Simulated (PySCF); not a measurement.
# Excitation energy of Se+ by level of theory

Se+ [Ar] 3d10 4s2 4p3 (4S) → Se+ [Ar] 3d10 4s2 4p2 5s1 (4P), as a difference of total energies. Calculation: PySCF 2.14, in aug-cc-pwCVTZ-PP with ECP10MDF (8s7p6d4f1g, 96 functions); a scalar-relativistic core potential. Correlated levels: valence: 3s2 3p6 3d10 frozen. The calculations carry no spin-orbit coupling.

```tsv
method	excitation energy (cm⁻¹)
UHF	95550
MP2 (valence)	96994
SCS-MP2 (valence)	96587
CCSD (valence)	96534
CCSD(T) (valence)	96546
```

Errors of the correlated levels include the incompleteness of this basis and the frozen core.

For comparison: 97467 cm⁻¹ (measured; NIST levels, between the centres of gravity of the two terms).
